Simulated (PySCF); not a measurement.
C$_{2}$H$_{5}$Ga, singlet, at a GFN2-xTB geometry (such geometries of metal compounds can be far from the true shape), with bond 7-5 at 1.8 times its length; CASCI(6,4)+NEVPT2/STO-3G in PySCF.

Here is a job for PySCF.
```python
from pyscf import gto, scf, mcscf, mrpt
import numpy

mol = gto.M(
    atom='''
Ga   -0.071319    0.090295    0.733806
H    -0.886100    1.443076    0.804955
H     0.306161   -0.590981    2.112374
C     0.393416   -0.612460   -1.088303
C    -0.018223    0.112412   -2.124432
H     0.950097   -1.531709   -1.266553
H     0.310708   -0.362924   -3.985010
H    -0.574949    1.032432   -1.964254
''',
    basis='sto-3g',
    charge=0,
    spin=0,
    verbose=4,
)

mf = scf.RHF(mol)
mf.kernel()
mc = mcscf.CASCI(mf, 4, 6)
mc.fix_spin_(ss=0.0)
mc.kernel()
occ = numpy.linalg.eigvalsh(mc.fcisolver.make_rdm1(mc.ci, mc.ncas, mc.nelecas))[::-1]
ss = mc.fcisolver.spin_square(mc.ci, mc.ncas, mc.nelecas)[0]
print('natural occupations', occ.round(4), ' <S^2>', round(ss, 4))
e2 = mrpt.NEVPT(mc).kernel()
print('E(NEVPT2) = %.10f' % (mc.e_tot + e2))
```

**Question.** What does PySCF print? Leave out banner, timings and long lists.

**Answer.** 
```
PySCF version 2.14.0

[INPUT] verbose = 4
[INPUT] num. atoms = 8
[INPUT] num. electrons = 48
[INPUT] charge = 0
[INPUT] spin (= nelec alpha-beta = 2S) = 0
[INPUT] symmetry False subgroup None
[INPUT] Mole.unit = angstrom
[INPUT] Symbol           X                Y                Z      unit          X                Y                Z       unit  Magmom
[INPUT]  1 Ga    -0.071319000000   0.090295000000   0.733806000000 AA   -0.134773377478   0.170632820418   1.386692368563 Bohr   0.0
[INPUT]  2 H     -0.886100000000   1.443076000000   0.804955000000 AA   -1.674486318977   2.727018416933   1.521144492599 Bohr   0.0
[INPUT]  3 H      0.306161000000  -0.590981000000   2.112374000000 AA    0.578560440023  -1.116792234822   3.991808332652 Bohr   0.0
[INPUT]  4 C      0.393416000000  -0.612460000000  -1.088303000000 AA    0.743448493022  -1.157381662251  -2.056594610543 Bohr   0.0
[INPUT]  5 C     -0.018223000000   0.112412000000  -2.124432000000 AA   -0.034436479168   0.212427893115  -4.014594650262 Bohr   0.0
[INPUT]  6 H      0.950097000000  -1.531709000000  -1.266553000000 AA    1.795423121771  -2.894510512531  -2.393438292246 Bohr   0.0
[INPUT]  7 H      0.310708000000  -0.362924000000  -3.985010000000 AA    0.587153024711  -0.685826964032  -7.530577503653 Bohr   0.0
[INPUT]  8 H     -0.574949000000   1.032432000000  -1.964254000000 AA   -1.086496145593   1.951013722237  -3.711902099081 Bohr   0.0

nuclear repulsion = 150.365350954707
number of shells = 19
number of NR pGTOs = 99
number of NR cGTOs = 33
basis = sto-3g
ecp = {}

******** <class 'pyscf.scf.hf.RHF'> ********
method = RHF
initial guess = minao
damping factor = 0
level_shift factor = 0
DIIS = <class 'pyscf.scf.diis.CDIIS'>
diis_start_cycle = 1
diis_space = 8
diis_damp = 0
SCF conv_tol = 1e-09
SCF conv_tol_grad = None
SCF max_cycles = 50
direct_scf = True
direct_scf_tol = 1e-13
Set gradient conv threshold to 3.16228e-05
Initial guess from minao.
init E= -1975.85028971611
  HOMO = -0.324026431590756  LUMO = -0.196361959368168  gap/eV = 3.47393
cycle= 1 E= -1978.15692850801  delta_E= -2.31  |g|= 0.496  |ddm|= 3.28
  HOMO = 0.0251341098230294  LUMO = 0.120621018577072  gap/eV = 2.59833
cycle= 2 E= -1978.27884590628  delta_E= -0.122  |g|= 0.209  |ddm|= 1.32
  HOMO = -0.211102158113451  LUMO = 0.170509075887161  gap/eV = 10.38417
cycle= 3 E= -1978.2964323521  delta_E= -0.0176  |g|= 0.0692  |ddm|= 0.373
  HOMO = -0.24706711654952  LUMO = 0.160002779925741  gap/eV = 11.07694
cycle= 4 E= -1978.29937052944  delta_E= -0.00294  |g|= 0.0269  |ddm|= 0.141
  HOMO = -0.247591933416743  LUMO = 0.162513257868834  gap/eV = 11.15953
cycle= 5 E= -1978.29998133062  delta_E= -0.000611  |g|= 0.00773  |ddm|= 0.0783
  HOMO = -0.251246294795766  LUMO = 0.1611999667321  gap/eV = 11.22323
cycle= 6 E= -1978.30005628844  delta_E= -7.5e-05  |g|= 0.00344  |ddm|= 0.0282
  HOMO = -0.251683456074643  LUMO = 0.160797361509959  gap/eV = 11.22417
cycle= 7 E= -1978.30007556729  delta_E= -1.93e-05  |g|= 0.00176  |ddm|= 0.015
  HOMO = -0.251770634197825  LUMO = 0.160967453902378  gap/eV = 11.23118
cycle= 8 E= -1978.30008490529  delta_E= -9.34e-06  |g|= 0.00148  |ddm|= 0.00937
  HOMO = -0.252079071451531  LUMO = 0.160910294166758  gap/eV = 11.23801
cycle= 9 E= -1978.30009516566  delta_E= -1.03e-05  |g|= 0.00121  |ddm|= 0.012
  HOMO = -0.252564982626027  LUMO = 0.161051488732484  gap/eV = 11.25508
cycle= 10 E= -1978.30011072744  delta_E= -1.56e-05  |g|= 0.000662  |ddm|= 0.0272
  HOMO = -0.252942919630442  LUMO = 0.161135374057961  gap/eV = 11.26764
cycle= 11 E= -1978.3001153966  delta_E= -4.67e-06  |g|= 0.000284  |ddm|= 0.0193
  HOMO = -0.253032950234362  LUMO = 0.16112840266095  gap/eV = 11.26990
cycle= 12 E= -1978.30011582237  delta_E= -4.26e-07  |g|= 7.63e-05  |ddm|= 0.00674
  HOMO = -0.252982987782028  LUMO = 0.161154861223896  gap/eV = 11.26926
cycle= 13 E= -1978.30011582715  delta_E= -4.78e-09  |g|= 3.47e-05  |ddm|= 0.000398
  HOMO = -0.252991375211025  LUMO = 0.161151131572465  gap/eV = 11.26939
cycle= 14 E= -1978.30011582864  delta_E= -1.49e-09  |g|= 2.07e-05  |ddm|= 0.00012
  HOMO = -0.252995611919913  LUMO = 0.161149316681137  gap/eV = 11.26946
cycle= 15 E= -1978.30011582952  delta_E= -8.77e-10  |g|= 1.78e-05  |ddm|= 7.6e-05
  HOMO = -0.252996102816349  LUMO = 0.1611487874417  gap/eV = 11.26946
Extra cycle  E= -1978.30011583014  delta_E= -6.21e-10  |g|= 1.63e-05  |ddm|= 5.67e-05
converged SCF energy = -1978.30011583014

******** <class 'pyscf.mcscf.casci.CASCI'> ********
CAS (3e+3e, 4o), ncore = 21, nvir = 8
natorb = False
canonicalization = True
sorting_mo_energy = False
******** <class 'pyscf.fci.addons.SpinPenaltyFCISolver'> ********
max. cycles = 200
conv_tol = 1e-08
davidson only = True
linear dependence = 1e-12
level shift = 0.001
max iter space = 12
nroots = 1
pspace_size = 400
spin = None
Density matrix diagonal elements [1.99989188e+00 1.99989419e+00 1.99994126e+00 2.72668787e-04]
CASCI converged
CASCI E = -1978.30021611506  E(CI) = -14.6711915319536  S^2 = 0.0000000
natural occupations [2.0000e+00 1.9999e+00 1.9999e+00 3.0000e-04]  <S^2> 0.0

******** <class 'pyscf.mrpt.nevpt2.NEVPT'> ********
NEVPT2 (3e+3e, 4o), ncore = 21, nvir = 8
root = 0
Natural occ [1.99998190e+00 1.99988928e+00 1.99985616e+00 2.72668787e-04]
Natural orbital (expansion on meta-Lowdin AOs) in CAS space
               #1        #2        #3        #4
0 Ga 1s          0.00001  -0.00031   0.00003   0.00000
0 Ga 2s          0.00002  -0.00070   0.00005   0.00000
0 Ga 3s         -0.00056   0.00626  -0.00063  -0.00000
0 Ga 4s         -0.00732   0.14260   0.00145  -0.00000
0 Ga 2px        -0.00015   0.00000  -0.00005   0.00068
0 Ga 2py         0.00025  -0.00000   0.00007   0.00041
0 Ga 2pz        -0.00010  -0.00015   0.00028   0.00002
0 Ga 3px         0.00147  -0.00049   0.00151  -0.01976
0 Ga 3py        -0.00248   0.00070  -0.00226  -0.01188
0 Ga 3pz         0.00068   0.00282  -0.00624  -0.00046
0 Ga 4px        -0.14529   0.02065  -0.06765   0.79945
0 Ga 4py         0.24428  -0.02756   0.10146   0.48053
0 Ga 4pz        -0.06628  -0.17595   0.28703   0.01857
0 Ga 3dxy        0.40189   0.52780   0.45440  -0.00942
0 Ga 3dyz       -0.20692  -0.46137   0.38879  -0.02339
0 Ga 3dz^2       0.78913  -0.51630  -0.08849  -0.00154
0 Ga 3dxz        0.10314   0.31185  -0.21807  -0.03808
0 Ga 3dx2-y2     0.20833   0.26788   0.25147   0.01962
1 H 1s           0.07978  -0.05916   0.01351   0.00000
2 H 1s          -0.05613  -0.10228   0.06767   0.00000
3 C 1s          -0.00018   0.00115  -0.00051  -0.00000
3 C 2s           0.01164  -0.02661  -0.05840   0.00000
3 C 2px          0.01499   0.00176   0.05066   0.06752
3 C 2py         -0.02598  -0.00324  -0.07414   0.04058
3 C 2pz          0.02677   0.00784  -0.26256   0.00157
4 C 1s           0.00050   0.00028  -0.00061  -0.00000
4 C 2s          -0.01176  -0.00324  -0.07627  -0.00000
4 C 2px          0.00285   0.00846  -0.05582  -0.29736
4 C 2py         -0.00143  -0.01251   0.08125  -0.17874
4 C 2pz         -0.08560  -0.04044   0.30056  -0.00691
5 H 1s           0.05416  -0.00484   0.11117  -0.00000
6 H 1s           0.10913   0.05991  -0.45704  -0.00000
7 H 1s          -0.00934  -0.01501   0.11895   0.00000
<CAS-nat-orb|mo-hf>  22     23       0.47665407
<CAS-nat-orb|mo-hf>  22     24       0.82267245
<CAS-nat-orb|mo-hf>  23     22       0.84507733
<CAS-nat-orb|mo-hf>  23     23      -0.53457550
<CAS-nat-orb|mo-hf>  24     22       0.43569871
<CAS-nat-orb|mo-hf>  24     23       0.69787530
<CAS-nat-orb|mo-hf>  24     24      -0.56845115
<CAS-nat-orb|mo-hf>  25     25       1.00000000
Sr    (-1)',   E = -0.00002412719225
Si    (+1)',   E = -0.00050580506211
Sijrs (0)  ,   E = -0.14750492340630
Sijr  (+1) ,   E = -0.01329925288557
Srsi  (-1) ,   E = -0.03571765186617
Srs   (-2) ,   E = -0.00818025299784
Sij   (+2) ,   E = -0.00233696264489
Sir   (0)' ,   E = -0.00297127926511
Nevpt2 Energy = -0.210540255320253
E(NEVPT2) = -1978.5107563704
```
